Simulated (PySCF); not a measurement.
## O⁺ (oxygen, charge +1) across methods

[He] 2s2 2p2 3s1, 3s spin antiparallel (an excited configuration). Calculation: PySCF 2.14, in dyall-av2z; no relativity, point nucleus.

```json
{"method": "PBE0", "E (hartree)": "-73.6487", "mean ε 2s β (eV)": "-49.005", "mean ε 2p α (eV)": "-38.986", "mean ε 3s β (eV)": "-10.002", "Σ⟨r²⟩ (bohr²)": "18.56", "⟨S²⟩": "1.751"}
{"method": "TPSSh", "E (hartree)": "-73.7242", "mean ε 2s β (eV)": "-47.934", "mean ε 2p α (eV)": "-37.716", "mean ε 3s β (eV)": "-9.622", "Σ⟨r²⟩ (bohr²)": "18.70", "⟨S²⟩": "1.751"}
{"method": "UHF", "E (hartree)": "-73.52079", "mean ε 2s β (eV)": "-54.026", "mean ε 2p α (eV)": "-46.816", "mean ε 3s β (eV)": "-11.371", "Σ⟨r²⟩ (bohr²)": "18.68", "⟨S²⟩": "1.753"}
{"method": "LDA", "E (hartree)": "-73.1442", "mean ε 2s β (eV)": "-46.615", "mean ε 2p α (eV)": "-36.074", "mean ε 3s β (eV)": "-9.302", "Σ⟨r²⟩ (bohr²)": "18.38", "⟨S²⟩": "1.751"}
{"method": "PBEsol", "E (hartree)": "-73.3864", "mean ε 2s β (eV)": "-46.580", "mean ε 2p α (eV)": "-36.022", "mean ε 3s β (eV)": "-9.346", "Σ⟨r²⟩ (bohr²)": "18.56", "⟨S²⟩": "1.751"}
{"method": "TPSS", "E (hartree)": "-73.7282", "mean ε 2s β (eV)": "-47.088", "mean ε 2p α (eV)": "-36.629", "mean ε 3s β (eV)": "-9.391", "Σ⟨r²⟩ (bohr²)": "18.71", "⟨S²⟩": "1.751"}
{"method": "r2SCAN", "E (hartree)": "-73.6813", "mean ε 2s β (eV)": "-47.081", "mean ε 2p α (eV)": "-37.308", "mean ε 3s β (eV)": "-9.409", "Σ⟨r²⟩ (bohr²)": "18.64", "⟨S²⟩": "1.752"}
{"method": "PBE", "E (hartree)": "-73.6366", "mean ε 2s β (eV)": "-46.805", "mean ε 2p α (eV)": "-36.162", "mean ε 3s β (eV)": "-9.391", "Σ⟨r²⟩ (bohr²)": "18.54", "⟨S²⟩": "1.751"}
```

Task: Estimate the same row for B3LYP.

Result: E (hartree) = -73.7229; mean ε 2s β (eV) = -48.662; mean ε 2p α (eV) = -38.486; mean ε 3s β (eV) = -9.838; Σ⟨r²⟩ (bohr²) = 18.35; ⟨S²⟩ = 1.751.

The outer electron is Rydberg-like, and this basis confines it to a smaller radius and binds it less than a complete one would. With the s spin flipped the determinant is a mixture of two multiplicities, not a spectroscopic state.
